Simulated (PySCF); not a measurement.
Species: C₅H₃FO₂.
Bonds: O1–C2 (double), C2–C3, C3–C4 (double), C4–F5, C4–C6, C6–C7 (double), C7–O8, C2–O8. Hydrogens: H9 on C3; H10 on C6; H11 on C7.

Computed by this run: PBE0-D3(BJ)/def2-SVP geometry optimisation, gas phase (PySCF 2.14.0); density fitting, grid level 1; the optimiser is geomeTRIC in internal coordinates, started from a GFN2-xTB structure with every atom displaced at random (about 0.01 Å).

Step 0: E = -12022.1705 eV
```
atom  x, y, z in Å  |  force x, y, z in eV/Å
O1      2.1365   -1.6988   -0.4544   -2.183   1.799   0.467
C2      1.1623   -0.9681   -0.2584    2.638  -1.438  -0.473
C3      1.1697    0.4686   -0.0601    3.142  -1.047  -0.343
C4      0.0721    1.1448    0.1509   -3.597   1.306   0.476
F5      0.0430    2.4614    0.3365    0.301  -0.374  -0.044
C6     -1.2214    0.4810    0.1873    1.494  -0.555  -0.210
C7     -1.1862   -0.8616   -0.0052   -0.705   0.505   0.144
O8     -0.0739   -1.5521   -0.2213   -0.471  -0.346   0.001
H9      2.1511    0.9609   -0.0600   -0.228  -0.151  -0.076
H10    -2.1287    1.0188    0.3674   -0.601   0.332   0.097
H11    -2.0900   -1.4821    0.0065    0.210  -0.033  -0.038
```

Step 1: E = -12022.2488 eV
```
atom  x, y, z in Å  |  force x, y, z in eV/Å
O1      2.0665   -1.6444   -0.6825    0.435  -0.200   0.556
C2      1.2030   -0.9633   -0.2206   -0.541   0.100  -1.212
C3      1.2223    0.4499    0.0525   -0.588   0.217   0.223
C4      0.0437    1.1355    0.1679    0.684  -0.398  -0.017
F5      0.0692    2.4462    0.2782   -0.157   0.191   0.062
C6     -1.2192    0.4785    0.1607   -0.297   0.183   0.081
C7     -1.1995   -0.8691    0.0454    0.273  -0.005  -0.146
O8     -0.0809   -1.5556   -0.1341   -0.047  -0.130   0.366
H9      2.1750    0.9688    0.0274    0.142   0.053   0.010
H10    -2.1579    1.0306    0.2406    0.129  -0.020   0.077
H11    -2.0875   -1.5043    0.0536   -0.032   0.009   0.002
```

Q: Estimate the geometry and energy of step 2. (The exact step hangs on the optimiser's Hessian estimate; all steps are aligned on step 1, rigid shifts and turns removed.)

A: E = -12022.3188 eV, largest force 0.531 eV/Å
```
atom  x, y, z in Å  |  force x, y, z in eV/Å
O1      2.1054   -1.6855   -0.5820   -0.041   0.224   0.015
C2      1.1959   -0.9666   -0.2913   -0.163  -0.254   0.363
C3      1.2006    0.4469    0.0026    0.209   0.443  -0.205
C4      0.0437    1.1481    0.1523   -0.123  -0.272   0.029
F5      0.0343    2.4568    0.3152    0.224  -0.015   0.039
C6     -1.2205    0.4914    0.1617    0.127  -0.197  -0.064
C7     -1.1829   -0.8564    0.0246   -0.298  -0.118   0.035
O8     -0.0791   -1.5653   -0.1530    0.057   0.206  -0.163
H9      2.1644    0.9549    0.0177    0.029  -0.010  -0.059
H10    -2.1541    1.0374    0.2875    0.017  -0.022   0.015
H11    -2.0730   -1.4890    0.0539   -0.038   0.016  -0.006
```

The energy changes by -0.0701 eV. The first-order estimate −F·Δx gives -0.1823 eV and the mean of the old and new forces, exact on a quadratic surface, -0.0676 eV. The step makes an angle of 57° with the force vector and moves no atom by more than 0.115 Å.

What follows is the cost of the whole optimisation. On an Arm Neoverse V1 with one thread, shared host, this took 54 s wall and 0.53 GiB of memory at its peak.
